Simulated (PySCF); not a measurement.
# Structure from NMR data

Molecular formula: C$_{6}$H$_{12}$OSi$_{2}$. Simulated spectra:

¹H NMR (300 MHz, computed): δ 7.31 (m, 2H), 7.14 (m, 2H), 4.46 (m, 1H), 4.40 (m, 1H), 1.20 (t, 3H), 0.88 (br s, 1H), 0.57 (q, 2H).

¹³C{¹H} NMR (computed): δ 160.9 (2C), 154.3 (2C), 10.1, 7.8.

- NMR shieldings at PBE0/pcSseg-1/GIAO
- coordinates at the PBE0-D3(BJ)/def2-SVP level
- code: PySCF
- fast rotation and ring inversion assumed for equivalent nuclei, in vacuum, one conformer, no relativistic terms

Referencing at the same level of theory: ¹H (31.27 ppm), ¹³C (184.41 ppm) vs TMS.

Problem. Choose the structure that fits.
A. CC[Si]1(O)C=C[SiH2]C=C1
B. C#C[SiH2]O[SiH2]C1CCC1
C. CC#C[Si@H](O[SiH3])C1CC1

Solution. A. 

- The formula gives 3 degrees of unsaturation (1 ring in the answer).
- 4 carbon signals for 6 carbons: some carbons are equivalent by symmetry or fast rotation.
- Carbon types of the structure: 4 × CH, 1 × CH2, 1 × CH3, leaving 3 H on heteroatoms.
- δC 160.9, 154.3: alkene CH; the olefinic region.
- δC 10.1: sp3 CH2 bonded to Si; an electropositive neighbour leaves it electron-rich and shielded.
- δC 7.8: methyl carbon; saturated and bonded to C and H only.
- δH 0.88: hydrogen on an oxygen bonded to Si; labile proton, position sensitive to the medium.
- δH 0.57: hydrogen on an sp3 CH2 bonded to Si; an electropositive neighbour shields it, as in TMS itself.

The others: CC#C[Si@H](O[SiH3])C1CC1 would give 6 carbon signals, not 4; C#C[SiH2]O[SiH2]C1CCC1 would give 5 carbon signals, not 4.

OH and NH positions are those of a molecule without intermolecular hydrogen bonds; in solution they move with solvent, concentration and temperature, and exchange usually removes their couplings. Shifts are as computed. Against solution values, carbons near 30 ppm lie about +2 ppm off and those near 130 ppm about +5 ppm. Of 1309 compounds with measured shifts, 239 miss one by over three times the rms of a fit or turn the order of signals round; such compounds aren't used in these exercises. Multiplicities follow the n + 1 count of equivalent neighbours, as no J values were calculated; m marks all less simple cases, F and P coupling included.
